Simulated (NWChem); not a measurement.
System: GeNH2Cl, singlet; SMILES [Ge]([Cl])[NH2]

```xyz
5

Ge     0.4706     0.5202     0.0000
Cl    -0.1561    -1.6296     0.0000
N     -1.2336     1.1963     0.0000
H     -2.0808     0.6182     0.0000
H     -1.4333     2.2011     0.0000
```
Atoms are numbered in this order, from 1.

Program: NWChem. Geometry optimised at PBE-D3(BJ)/def2-SVP; all other runs use it. Pople sets run with spherical d functions. Low-valent species are run as closed-shell singlets; no triplet was tried in these runs. Vzz has the sign of the potential's second derivative.

```tsv
quantity	level	value
isotropic polarisability (bohr³), static	PBE/aug-cc-pVDZ	60.0
Vzz Ge1 (a.u.)	PBE0/6-31G*	-2.220
orbital gap (eV)	MPW1K/def2-SVP	7.09
vertical ionisation energy, ΔSCF (eV)	Hartree-Fock/aug-cc-pVDZ	9.19
dipole (D)	PBE-D3(BJ)/def2-SVP	2.91
highest harmonic frequency (cm⁻¹)	PBE-D3(BJ)/def2-SVP	3577
```
